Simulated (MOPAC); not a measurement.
The same groups moved round the core (butadiene methyl+boryl). Gas-phase values, no solvent. One relaxed conformer stands for each flexible species; it need not be the lowest. Strings in code marks are SMILES.

Quantity: electronic energy of isomers of C5H9B relative to `B/C=C/C=C/C`, in kcal/mol. Semi-empirical values (MOPAC) are differences of heats of formation.

Case: `B/C=C/C(=C)C`. Geometry of `C(=C\B)/C(=C)C` (neutral, multiplicity 1, Å):

```xyz
15

B      2.7180    -0.0014    -1.1731
C      1.4017    -0.3598    -0.4953
C      0.3331     0.4502    -0.5971
C     -0.9840     0.2377    -0.0062
C     -1.9329     1.1503    -0.2100
C     -1.2253    -0.9962     0.8079
H      3.6772    -0.7055    -1.0957
H      2.7912     1.0128    -1.7994
H      1.2957    -1.2729     0.0827
H      0.4369     1.3643    -1.1746
H     -2.9262     1.0420     0.2050
H     -1.7395     2.0359    -0.8014
H     -0.5453    -1.0408     1.6602
H     -2.2466    -1.0215     1.1822
H     -1.0541    -1.8955     0.2140
```

What electronic energy of isomers of C5H9B relative to `B/C=C/C=C/C` does PM3 // CAM-B3LYP-D3(BJ)/def2-TZVP (MOPAC) give?

1.98 kcal/mol.
